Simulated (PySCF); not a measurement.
Si(AsH2)(F)3 (AsF3H2Si), SMILES F[Si](F)([AsH2])F. The structure is a stationary point at B3LYP-D3(BJ)/def2-SVP.

Computed with B3LYP-D3(BJ)/def2-SVP run with PySCF.

Harmonic wavenumbers (cm⁻¹): 87, 143, 148, 237, 300, 300, 460, 617, 657, 843, 964, 973, 992, 2182, 2194. Rotational constants (GHz): 3.837, 1.339, 1.336; symmetry number 1.

Question: Work out the zero-point energy and the ideal-gas rigid-rotor harmonic-oscillator thermochemistry at 298.15 K and 1 atm.

Answer: ZPE = ½ Σ hcν = ½ × 11096 cm⁻¹ = 66.37 kJ/mol. H − E(el) = 87.13 kJ/mol. Entropy in J/(mol K): translation 172.20, rotation 118.15, vibration 66.41, total 356.76. G − E(el) = -19.23 kJ/mol. Cp = 100.04 J/(mol K). Modes under 150 cm⁻¹ make the vibrational entropy uncertain.
